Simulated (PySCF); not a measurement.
# Ionisation energy of Ir by level of theory

Ir [Xe] 4f14 5d7 6s2 (4F) → Ir⁺ [Xe] 4f14 5d7 6s1 (5F), as a difference of total energies. All numbers are calculated (PySCF 2.14, scalar relativity through the core potential, in aug-cc-pVDZ-PP with ECP60MDF). Correlated levels: valence: 5s2 5p6 frozen. The calculations carry no spin-orbit coupling.

```json
{"method": "UHF", "ionisation energy (eV)": "7.077", "error (eV)": "-1.849"}
{"method": "MN15", "ionisation energy (eV)": "9.079", "error (eV)": "+0.153"}
{"method": "M06-L", "ionisation energy (eV)": "8.685", "error (eV)": "-0.241"}
{"method": "MP2 (valence)", "ionisation energy (eV)": "8.640", "error (eV)": "-0.286"}
{"method": "SCS-MP2 (valence)", "ionisation energy (eV)": "8.790", "error (eV)": "-0.136"}
```

Reference: 8.926 eV (measured; NIST levels, between the centres of gravity of the two terms).

Errors of the correlated levels include the incompleteness of this basis and the frozen core.
